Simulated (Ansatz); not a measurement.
`[SiH3][GeH]1[CH2][S]1` and `[SiH3][GeH]1[CH2][Se]1` differ in one element.

Ansatz, PBE0-D4/def2-TZVP geometries, multiplicity 1. 

Scalar relativity is left out up to krypton.

| property | `[SiH3][GeH]1[CH2][S]1` |
| --- | --- |
| LUMO energy (PBE0/def2-TZVPP) / eV | -0.83 |
| HOMO–LUMO gap (ωB97M-V/def2-TZVPP) / eV | 9.78 |
| HOMO–LUMO gap (PBE0/def2-TZVPP) / eV | 5.81 |
| LUMO energy (ωB97M-V/def2-TZVPP) / eV | 0.99 |
| size of the dipole moment (PBE/def2-TZVPP) / D | 2.09 |
| HOMO energy (PBE/def2-TZVPP) / eV | -5.46 |

Q: Give the same properties after the change, and the shifts. (Best estimate.)

A: Computed: 
```
                                      property  `[SiH3][GeH]1[CH2][Se]1`  shift
            LUMO energy (PBE0/def2-TZVPP) / eV                     -0.99  -0.16
       HOMO–LUMO gap (ωB97M-V/def2-TZVPP) / eV                      9.27  -0.51
          HOMO–LUMO gap (PBE0/def2-TZVPP) / eV                      5.36  -0.45
         LUMO energy (ωB97M-V/def2-TZVPP) / eV                      0.80  -0.19
size of the dipole moment (PBE/def2-TZVPP) / D                      2.02  -0.07
             HOMO energy (PBE/def2-TZVPP) / eV                     -5.25   0.21
```

With PBE0 the HOMO rises by 0.29 eV and the LUMO falls by 0.16 eV, so the gap narrows by about 0.45 eV. PBE moves the HOMO by 0.21 eV and ωB97M-V by 0.32 eV. Dipoles are sizes alone; their direction can turn.

Spin–orbit coupling is left out; it splits and shifts lone-pair levels of the heavy atoms by tenths of an eV.
